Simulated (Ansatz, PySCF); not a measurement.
System: CH₂NO, charge 0, multiplicity 2. It need not be the lowest isomer of its formula. SMILES: O=C[NH]
Coordinates optimised at B3LYP-D3(BJ)/def2-TZVP (Ansatz, a first-principles code):
```
C
O 1 1.2022
N 1 1.3856 2 125.91
H 3 1.0255 1 111.59 2 -114.89
H 1 1.1150 2 122.69 3 174.84
```
Charge 0, spin multiplicity 2.

Wanted: vertical ionisation energy (to the triplet state of charge +1; each state is the SCF solution reached for its spin), in eV. Correlated levels leave the core frozen unless marked. UHF or UKS for open shells. No spin-orbit coupling. Non-relativistic. CBS(X,Y): correlation extrapolated as X^-3; Hartree-Fock from the larger set. [CCSD(T)-MP2]/basis is that difference in the basis named.

| level | program | vertical ionisation energy (eV) | minus last row |
|---|---|---|---|
| HF/aug-cc-pVQZ | Ansatz | 9.46 | -1.55 |
| BHLYP/def2-TZVPD | Ansatz | 10.68 | -0.33 |
| M06-2X/def2-TZVPD | PySCF | 10.96 | -0.05 |
| MP2/aug-cc-pVDZ | Ansatz | 11.19 | 0.18 |
| MP2/aug-cc-pVTZ | Ansatz | 11.36 | 0.35 |
| RI-MP2/CBS(aug-cc-pVTZ,aug-cc-pVQZ) | Ansatz | 11.49 | 0.48 |
| SCS-MP2/aug-cc-pVDZ | Ansatz | 11.10 | 0.09 |
| SCS-MP2/aug-cc-pVTZ | Ansatz | 11.28 | 0.27 |
| RI-MP2/CBS(aug-cc-pVTZ,aug-cc-pVQZ)+[CCSD(T)-MP2]/aug-cc-pVDZ | Ansatz | 11.00 | -0.01 |
| RI-MP2/CBS(aug-cc-pVTZ,aug-cc-pVQZ)+[CCSD(T)-MP2]/aug-cc-pVTZ | Ansatz | 11.01 | 0.00 |

For comparison, minus the highest occupied orbital energy (PySCF): 6.59 eV at TPSS/def2-TZVPD, 6.51 eV at PBE/def2-TZVPD, 12.01 eV at HF/def2-TZVPD.
